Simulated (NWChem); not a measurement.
# C₅H₅F; SMILES FC1C=CCC=1

```xyz
11

F      0.0196    -2.0643     0.0000
C     -0.0373    -0.7409     0.0000
C     -1.1487     0.0194     0.0000
C     -0.7031     1.4463     0.0000
C      0.7931     1.3683     0.0000
C      1.1726     0.0745     0.0000
H     -2.1797    -0.3300     0.0000
H     -1.0755     2.0014     0.8815
H     -1.0755     2.0014    -0.8815
H      1.4501     2.2388     0.0000
H      2.1862    -0.3282     0.0000
```
Atoms are numbered in this order, from 1.

Computed with NWChem. Pople sets run with spherical d functions. All runs use the structure optimised with PBE0/def2-SVP. Level: B3LYP/6-31G* with SMD (1 M gas to 1 M solution), gas-phase geometry.

Problem. Predict the results for solvent water. Quantities: solvation free energy (kcal/mol); cavity-dispersion-structure term (kcal/mol); dipole in solution (D).

Solution. 
| Property | Value |
|---|---|
| solvation free energy (kcal/mol) | 0.0 |
| cavity-dispersion-structure term (kcal/mol) | 3.2 |
| dipole in solution (D) | 2.21 |
